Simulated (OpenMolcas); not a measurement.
**Ag2+: moving or changing the point charges**

Ag2+ among 5 point charges of -2 e arranged as a trigonal bipyramid (D3h), 2.08 Å from the ion, with the axial distance 2.246 Å.
```
   2.0800    0.0000    0.0000  -2.00
  -1.0400    1.8013    0.0000  -2.00
  -1.0400   -1.8013    0.0000  -2.00
   0.0000    0.0000    2.2464  -2.00
   0.0000    0.0000   -2.2464  -2.00
```

```yaml
Program: OpenMolcas
Method: "SS-CASPT2, IPEA 0.25 Eh, imaginary shift 0.1 Eh (closed shells correlated: 4s 4p)"
Basis: ANO-RCC-VDZP [6s5p3d1f]
Scalar_Hamiltonian: DKH2, point nucleus
Active_space: 9 electrons in 5 orbitals (4d)
State_averaging: 2S+1 = 2 even, 5 roots
Spin-orbit_coupling: state interaction with AMFI integrals over the reference wave functions
```

Runs around this geometry, states (labels of D3, the rotations of D3h). Energies in cm-1 above the lowest state or level, χT in cm3 K/mol.

| R (Å) | q (e) | Axial / equatorial distance | Ground state | First state of that spin | First gap with spin-orbit (degeneracies) | χT at 300 K |
| --- | --- | --- | --- | --- | --- | --- |
| 2.08 | -2 | 0.99 | 2A1 | 2E 7490 | 6470 (2, 2) | 0.733 |
| 2.08 | -1.3 | 1.08 | 2A1 | 2E 2680 | 1790 (2, 2) | 0.931 |
| 2.08 | -2 | 1.08 | 2A1 | 2E 4550 | 3460 (2, 2) | 0.816 |
| 2.32 | -2 | 1.08 | 2A1 | 2E 2680 | 1830 (2, 2) | 0.947 |

Taking the first state of the same spin as R^-n, n = -ln(2680 / 4550) / ln(2.32 / 2.08) = 4.8 between the shortest and longest distance.

Scaling the charges by -1.3 / -2 = 0.65 scales the first state of the same spin by 2680 / 4550 = 0.59; with fixed orbitals a first-order splitting would follow the charge.

Roots that are degenerate in the reference are averaged as groups; the widest CASPT2 spread within a group is 69 cm-1 (the 2-fold group of multiplicity 2 near 8740 cm-1 above the lowest state of its run, R = 2.08, q = -2, ratio = 0.99). Shifts and gaps below about the spread of the groups concerned are not significant. Free-ion shares, where given, are those of the reference states; single-state CASPT2 does not remix them. The ground term spreads over less than 5000 cm-1, several times less than with real ligands, so orbital moments are less quenched and χT lies further from the spin-only value than at real sites (holds for R = 2.08, q = -1.3, ratio = 1.08; R = 2.32, q = -2, ratio = 1.08). This is an electrostatic model: the charges have no orbitals. No measured value stands beside these numbers.
